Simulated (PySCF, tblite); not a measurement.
Isomers of C3H12NPSi2, one GFN2-xTB conformer each. Single-point energies are computed at PBE0/pcSseg-1 (PySCF, gas phase, no added dispersion term), electronic only.

```json
{"SMILES": "[SiH3]N([SiH3])P1CCC1", "GFN2-xTB relative energy (kcal/mol)": "0.0"}
{"SMILES": "CN1C[SiH2][Si@H](P)C1", "GFN2-xTB relative energy (kcal/mol)": "46.8"}
{"SMILES": "C=C[SiH2][Si@](C)(N)P", "GFN2-xTB relative energy (kcal/mol)": "61.2"}
```

Conformers: `[SiH3:1][N:2]([SiH3:3])[P:4]1[CH2:5][CH2:6][CH2:7]1` with Si1–N2–P4–C5 -137°, N2–P4–C5–C6 117°, P4–C5–C6–C7 -21°, C5–C6–C7–P4 21°, N2–P4–C7–C6 -117°; `[CH3:1][N:2]1[CH2:3][SiH2:4][Si@H:5]([PH2:6])[CH2:7]1` with Si4–Si5–P6–H 85° and -8°, C1–N2–C3–Si4 -74°, N2–C3–Si4–Si5 -27°, C3–Si4–Si5–P6 116°, Si4–Si5–C7–N2 25°; `[CH2:1]=[CH:2][SiH2:3][Si@:4]([CH3:5])([NH2:6])[PH2:7]` with C1–C2–Si3–Si4 -117°, C2–Si3–Si4–C5 58°, Si3–Si4–N6–H 165° and -60°, Si3–Si4–P7–H -54° and 39°.

**Question.** What does PBE0/pcSseg-1 give for the same structures?

**Answer.** 
```json
{"SMILES": "C=C[SiH2][Si@](C)(N)P", "PBE0/pcSseg-1 E (Eh)": "-1096.00520", "PBE0/pcSseg-1 (kcal/mol)": "0.0", "GFN2-xTB (kcal/mol)": "61.2", "point group": "C1"}
{"SMILES": "[SiH3]N([SiH3])P1CCC1", "PBE0/pcSseg-1 E (Eh)": "-1095.98668", "PBE0/pcSseg-1 (kcal/mol)": "11.6", "GFN2-xTB (kcal/mol)": "0.0", "point group": "near Cs"}
{"SMILES": "CN1C[SiH2][Si@H](P)C1", "PBE0/pcSseg-1 E (Eh)": "-1095.97026", "PBE0/pcSseg-1 (kcal/mol)": "21.9", "GFN2-xTB (kcal/mol)": "46.8", "point group": "C1"}
```

GFN2-xTB puts [SiH3]N([SiH3])P1CCC1 lowest instead; measured from each level's own lowest isomer, the values differ by up to 61.2 kcal/mol (C=C[SiH2][Si@](C)(N)P: 61.2 against 0.0). As drawn, the lowest has an N–H bond and a C=C bond outside aromatic rings, which the highest lacks.

**Question.** Which frontier levels, dipoles and rotational constants go with these structures?

**Answer.** 
| SMILES | HOMO (eV, PBE0/pcSseg-1) | LUMO (eV) | dipole (D) | A, B, C (MHz) |
| --- | --- | --- | --- | --- |
| C=C[SiH2][Si@](C)(N)P | -6.67 | -0.44 | 1.04 | 2275, 727.5, 679.3 |
| [SiH3]N([SiH3])P1CCC1 | -5.94 | -0.13 | 1.01 | 2116, 1158, 855.0 |
| CN1C[SiH2][Si@H](P)C1 | -5.77 | -0.18 | 0.95 | 2025, 1070, 888.0 |

**Question.** What happens when harmonic zero-point energies from GFN2-xTB frequencies are added?

**Answer.** 
| SMILES | ZPE (kcal/mol) | electronic (kcal/mol) | with ZPE (kcal/mol) |
| --- | --- | --- | --- |
| C=C[SiH2][Si@](C)(N)P | 86.4 | 0.0 | 0.0 |
| [SiH3]N([SiH3])P1CCC1 | 85.4 | 11.6 | 10.6 |
| CN1C[SiH2][Si@H](P)C1 | 88.3 | 21.9 | 23.8 |

The zero-point energies span 2.9 kcal/mol. The order is unchanged.
